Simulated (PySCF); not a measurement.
Species: CH₁₁NOSi₃.
SMILES: `C[Si@@H](N)[SiH2]O[SiH3]`

Vertical excitations from PySCF (density fitting, frozen core in the response, grid level 2 and gas phase unless stated; continuum runs use non-equilibrium linear response for the excitations) on a GFN2-xTB geometry. Reference run:

```
                              settings    S1, eV (f)    S2, eV (f)    S3, eV (f)    S4, eV (f)    S5, eV (f)    S6, eV (f)  T1, eV (Tamm–Dancoff)  mean α (au)
PBE0/def2-SVPD, full TDDFT, 6 singlets  5.54 (0.013)  5.78 (0.004)  6.15 (0.018)  6.52 (0.003)  6.63 (0.007)  6.72 (0.024)                   5.04        103.7
```

Task: What do these settings give: (1) BP86/def2-SVPD, grid level 3, TDA, 25 singlets; (2) OPBE/pcSseg-1, TDA, 6 singlets?

Result: 
```csv
settings,"S1, eV (f)","S2, eV (f)","S3, eV (f)","S4, eV (f)","S5, eV (f)","S6, eV (f)","T1, eV (Tamm–Dancoff)",mean α (au)
"BP86/def2-SVPD, grid level 3, TDA, 25 singlets",4.68 (0.006),5.21 (0.003),5.49 (0.014),5.78 (0.001),5.83 (0.008),6.06 (0.018),4.44,109.1
"OPBE/pcSseg-1, TDA, 6 singlets",4.80 (0.009),5.37 (0.001),5.72 (0.016),5.98 (0.002),6.01 (0.007),6.35 (0.025),4.55,92.9
```

(1) S1 moves by -0.86 eV; functional and response scheme change together, so the shift can't be laid on one. (2) S1 moves by -0.74 eV; functional, basis and response scheme change together, so the shift can't be laid on one. States are counted by energy in each run and needn't keep their character from row to row.

Task: Give the leading configurations of S1 (H = HOMO, L = LUMO) and the HOMO–LUMO gap of each run.

Result: 
```csv
settings,S1 configurations (weight),S1 (eV),orbital gap (eV),S1 − gap (eV)
"PBE0/def2-SVPD, full TDDFT, 6 singlets",H→L 0.97,5.54,6.66,-1.12
"BP86/def2-SVPD, grid level 3, TDA, 25 singlets",H→L 0.98,4.68,4.58,+0.10
"OPBE/pcSseg-1, TDA, 6 singlets",H→L 0.98,4.80,4.68,+0.12
```

Conformer computed: `[CH3:1][Si@@H:2]([NH2:3])[SiH2:4][O:5][SiH3:6]`: C1–Si2–Si4–O5 160°, Si2–Si4–O5–Si6 -49°, H–N3–Si2–C1 -46°, H–N3–Si2–C1 173°.

One conformer stands for the species.
